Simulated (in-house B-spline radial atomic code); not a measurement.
Ionising Pm II (Pm+) with different functionals

Computed with an all-electron radial atomic-structure program (B-spline basis): scalar-relativistic (spin-free X2C) Hamiltonian, Fermi nucleus of rms radius 4.962 fm, spin-polarised at highest spin, spherical fractional occupations for the functionals, the average over the highest-spin determinants for Hartree-Fock. The ionisation energy is the difference of two self-consistent energies, [Xe] 4f5 6s1 → [Xe] 4f5, without Breit or QED terms; ε is the level of the shell that loses the electron (its least bound occupied spin orbital). There is no spin-orbit coupling in this Hamiltonian.

Hybrids are left out here: with spherical fractional occupations of an open shell their exact exchange keeps a self-interaction that integer-occupation calculations don't have.

```json
{"method": "Hartree-Fock", "rung": "Hartree-Fock", "ΔSCF (eV)": "10.18", "-ε(6s) (eV)": "10.21"}
{"method": "LDA VWN5", "rung": "LDA", "ΔSCF (eV)": "11.39", "-ε(6s) (eV)": "8.89"}
{"method": "LDA PW92", "rung": "LDA", "ΔSCF (eV)": "11.39", "-ε(6s) (eV)": "8.89"}
{"method": "LDA exchange-only", "rung": "LDA", "ΔSCF (eV)": "10.76", "-ε(6s) (eV)": "8.31"}
{"method": "PBE", "rung": "GGA", "ΔSCF (eV)": "11.21", "-ε(6s) (eV)": "8.67"}
{"method": "PBEsol", "rung": "GGA", "ΔSCF (eV)": "11.15", "-ε(6s) (eV)": "8.72"}
{"method": "BLYP", "rung": "GGA", "ΔSCF (eV)": "?", "-ε(6s) (eV)": "?"}
{"method": "RPBE", "rung": "GGA", "ΔSCF (eV)": "11.11", "-ε(6s) (eV)": "8.58"}
{"method": "PW91", "rung": "GGA", "ΔSCF (eV)": "?", "-ε(6s) (eV)": "?"}
{"method": "BP86", "rung": "GGA", "ΔSCF (eV)": "11.26", "-ε(6s) (eV)": "8.86"}
{"method": "AM05", "rung": "GGA", "ΔSCF (eV)": "11.11", "-ε(6s) (eV)": "8.70"}
{"method": "OLYP", "rung": "GGA", "ΔSCF (eV)": "10.91", "-ε(6s) (eV)": "8.34"}
{"method": "TPSS", "rung": "meta-GGA", "ΔSCF (eV)": "10.89", "-ε(6s) (eV)": "8.52"}
{"method": "SCAN", "rung": "meta-GGA", "ΔSCF (eV)": "11.24", "-ε(6s) (eV)": "8.98"}
{"method": "r2SCAN", "rung": "meta-GGA", "ΔSCF (eV)": "10.96", "-ε(6s) (eV)": "8.78"}
{"method": "revTPSS", "rung": "meta-GGA", "ΔSCF (eV)": "10.84", "-ε(6s) (eV)": "8.54"}
```

(1) What does PW91 give?

(2) What does BLYP give?

(3) How do they compare with the NIST value?

Results:

(1) ΔSCF 11.24 eV, and -ε(6s) = 8.73 eV.

(2) ΔSCF 11.23 eV, and -ε(6s) = 8.60 eV.

(3) NIST lists 10.94 eV ± 0.02 (semi-empirical, ground level to ground level). Errors run from -0.76 to +0.45 eV; r2SCAN is closest (+0.02 eV), though others lie within the uncertainty of it, and part of that can be cancellation, since the calculations leave out spin-orbit coupling, Breit-QED terms, multiplet and fine-structure energies. Hartree-Fock also lacks correlation.
